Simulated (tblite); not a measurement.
Species: C5H14N2Si2.
Geometry (GFN2-xTB, Å), atoms numbered from 1 in this order:
```xyz
23
C5H14N2Si2 angstrom
C      2.6236    1.5154   -1.0705
C      1.9538    1.1359    0.0009
C      1.6840   -0.2883    0.3784
N      0.2746   -0.5243    0.5878
Si    -0.4848   -0.3498    2.1193
C     -2.2399   -0.8273    1.5586
N     -2.2758   -0.6894    0.1165
Si    -0.8050   -0.8206   -0.7526
C     -0.7446    0.4497   -2.1545
H      2.7821    2.5531   -1.3124
H      3.0540    0.7975   -1.7503
H      1.5208    1.8638    0.6737
H      2.0547   -0.9555   -0.4055
H      2.2192   -0.5185    1.3073
H     -0.4326    1.0134    2.6706
H      0.0800   -1.2982    3.0882
H     -3.0018   -0.1829    2.0046
H     -2.4772   -1.8525    1.8664
H     -3.1538   -0.9556   -0.2991
H     -0.4458   -2.1588   -1.2728
H     -0.9877    1.4494   -1.8092
H     -1.4470    0.1863   -2.9381
H      0.2447    0.4841   -2.5974
```

Computed with GFN2-xTB (tblite): harmonic, unscaled wavenumbers at the GFN2-xTB geometry, gas phase. The method is semi-empirical: single wavenumbers can be off by several per cent or more. Modes of hydrogen on silicon can be 10 to 20 % off. One conformer, not necessarily the lowest.

Harmonic wavenumbers (cm⁻¹): 43.1, 56.3, 67.4, 102.7, 115.5, 128.6, 155.8, 222.0, 252.6, 306.1, 353.8, 397.0, 423.0, 496.2, 502.2, 530.2, 553.6, 613.5, 654.7, 686.8, 696.7, 759.7, 768.1, 792.1, 798.0, 815.0, 833.6, 883.0, 892.7, 899.3, 938.5, 1002.2, 1027.6, 1135.9, 1143.2, 1170.4, 1190.7, 1199.3, 1243.0, 1269.1, 1319.7, 1357.4, 1373.0, 1415.6, 1470.0, 1485.8, 1491.8, 1499.9, 1715.4, 2112.6, 2173.6, 2216.0, 2875.0, 2901.3, 2933.3, 2939.4, 3045.8, 3051.6, 3058.9, 3064.2, 3092.3, 3117.3, 3457.3.

A = 1678, B = 959.7, C = 684.2 MHz; mass 158.070 u (most abundant isotopes); point group C1, symmetry number 1.

Task: Zero-point energy?

Result: Half the sum of the wavenumbers: 39643 cm⁻¹ = 113.35 kcal/mol.

Task: Entropy at 350 K, 1 bar (ideal gas, RRHO, classical rotation)?

Result: Translation 41.91, rotation 30.54, vibration 47.48: S = 119.9 cal/(mol K).

Task: And Cp and H(350 K) − H(0)?

Result: Cp = 55.27 cal/(mol K), of which vibrations give 47.32 (their classical limit is 63 R = 125.2); H(350 K) − H(0) = 11.28 kcal/mol without the zero-point energy, 8.50 from vibrations.

Task: Blend soft modes into free rotors: weight 1/[1 + (100 cm⁻¹/ν̃)⁴] for the oscillator and the rest for a rotor with moment μB/(μ + B), μ = h/(8π²ν), B = 10⁻⁴⁴ kg m². What vibrational entropy results?

Result: 43.08 cal/(mol K) in place of 47.48, which changes −T·S at 350 K by +1.54 kcal/mol.

Task: How do the functions run with temperature in this model?

Result: 
| T (K) | S (cal/(mol K)) | Cp (cal/(mol K)) | H − H(0) (kcal/mol) | G − H(0) (kcal/mol) | ln q(vib) |
| --- | --- | --- | --- | --- | --- |
| 150 | 85.7 | 29.0 | 2.84 | -10.02 | 4.55 |
| 250 | 103.6 | 42.3 | 6.39 | -19.51 | 8.16 |
| 298.15 | 111.6 | 48.7 | 8.58 | -24.69 | 9.86 |
| 400 | 127.7 | 61.1 | 14.19 | -36.88 | 13.41 |
| 600 | 156.2 | 79.5 | 28.37 | -65.34 | 20.19 |
| 900 | 192.0 | 97.0 | 55.06 | -117.75 | 29.61 |

q(vib) and H(0) count from the zero-point level.

Task: What must be added to the electronic energy to get the Gibbs energy at 350 K and 1 bar?

Result: ZPE + [H(350 K) − H(0)] − T·S = 113.35 + 11.28 − 41.97 = 82.66 kcal/mol.

Hindered rotation and anharmonicity are outside this model. Other conformers, if any are populated, would add a mixing term that is left out. The structure is chiral; the term R ln 2 for an equal mix with its mirror image is left out.

On one thread, Arm Neoverse V1 (aarch64), shared host with 32 logical CPUs at a one-minute load of 8.3, this took 1.3 s of wall time. The figure is for the frequency step alone.
